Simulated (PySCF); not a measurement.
Molfile (atoms numbered from 1):
```
C4H13BN2Si
     RDKit          3D

 21 21  0  0  0  0  0  0  0  0999 V2000
   -2.0856   -0.7467   -1.2271 C   0  0  0  0  0  0  0  0  0  0  0  0
   -1.3072   -0.1452    0.0142 B   0  0  0  0  0  0  0  0  0  0  0  0
   -2.1124    0.4275    1.2540 C   0  0  0  0  0  0  0  0  0  0  0  0
    0.1076   -0.1185    0.0109 N   0  0  0  0  0  0  0  0  0  0  0  0
    0.9336    0.3759    1.1119 C   0  0  0  0  0  0  0  0  0  0  0  0
    2.2804    0.8156    0.5384 C   0  0  0  0  0  0  0  0  0  0  0  0
    2.5989   -0.1463   -0.5017 N   0  0  0  0  0  0  0  0  0  0  0  0
    1.1543   -0.7021   -1.2845 Si  0  0  0  0  0  4  0  0  0  0  0  0
   -2.7476    0.0235   -1.6601 H   0  0  0  0  0  0  0  0  0  0  0  0
   -2.7548   -1.5570   -0.8899 H   0  0  0  0  0  0  0  0  0  0  0  0
   -1.4638   -1.1464   -2.0437 H   0  0  0  0  0  0  0  0  0  0  0  0
   -1.9285    1.5106    1.3699 H   0  0  0  0  0  0  0  0  0  0  0  0
   -3.1995    0.2867    1.1652 H   0  0  0  0  0  0  0  0  0  0  0  0
   -1.7862   -0.0395    2.1990 H   0  0  0  0  0  0  0  0  0  0  0  0
    1.0980   -0.4263    1.8547 H   0  0  0  0  0  0  0  0  0  0  0  0
    0.4390    1.2096    1.6318 H   0  0  0  0  0  0  0  0  0  0  0  0
    2.2019    1.8552    0.1567 H   0  0  0  0  0  0  0  0  0  0  0  0
    3.0455    0.8196    1.3333 H   0  0  0  0  0  0  0  0  0  0  0  0
    3.5014   -0.0439   -0.9465 H   0  0  0  0  0  0  0  0  0  0  0  0
    0.8247   -0.0672   -2.6013 H   0  0  0  0  0  0  0  0  0  0  0  0
    1.1369   -2.1824   -1.4917 H   0  0  0  0  0  0  0  0  0  0  0  0
  1  2  1  0
  2  3  1  0
  2  4  1  0
  4  5  1  0
  5  6  1  0
  6  7  1  0
  7  8  1  0
  8  4  1  0
  1  9  1  0
  1 10  1  0
  1 11  1  0
  3 12  1  0
  3 13  1  0
  3 14  1  0
  5 15  1  0
  5 16  1  0
  6 17  1  0
  6 18  1  0
  7 19  1  0
  8 20  1  0
  8 21  1  0
M  END
```

Geometry: PBE0-D3(BJ)/def2-SVP; GIAO absolute shieldings from PySCF 2.14.0 with density-fitted response routines, gas phase, non-relativistic, averaged over equivalent atoms.

At KT2/pcSseg-1 (208 basis functions, 2.5 min wall time on 1 thread of an Intel Xeon, shared host):
```tsv
atoms	σ (ppm)
C6	132.8
C5	132.8
C1/C3	175.4
B2	55.4
N4	138.3
N7	236.6
Si8	388.0
H20/H21	25.63
H15/H16	27.85
H17/H18	27.86
H9/H10/H11/H12/H13/H14	30.72
H19	31.10
```

Q: Predict the values at PBE0/pcSseg-1 on the same geometry.

A: 
| atoms | σ at PBE0/pcSseg-1 | change |
| --- | --- | --- |
| C6 | 136.3 | +3.5 |
| C5 | 135.1 | +2.3 |
| C1/C3 | 176.3 | +0.9 |
| B2 | 51.6 | -3.8 |
| N4 | 143.8 | +5.5 |
| N7 | 242.4 | +5.8 |
| Si8 | 375.7 | -12.3 |
| H20/H21 | 25.95 | +0.32 |
| H15/H16 | 28.05 | +0.20 |
| H17/H18 | 28.13 | +0.27 |
| H9/H10/H11/H12/H13/H14 | 30.80 | +0.08 |
| H19 | 31.29 | +0.19 |

The largest change is at Si8 (silicon bonded to 2 N, 2 H, in a 5-membered ring). Cost: 208 basis functions, 110 s wall time on 1 thread of an Intel Xeon, shared host. The order of the carbon signals changes between the two levels.

A carbon bonded to boron is broadened by the quadrupolar boron nucleus and is often missing from a measured spectrum.
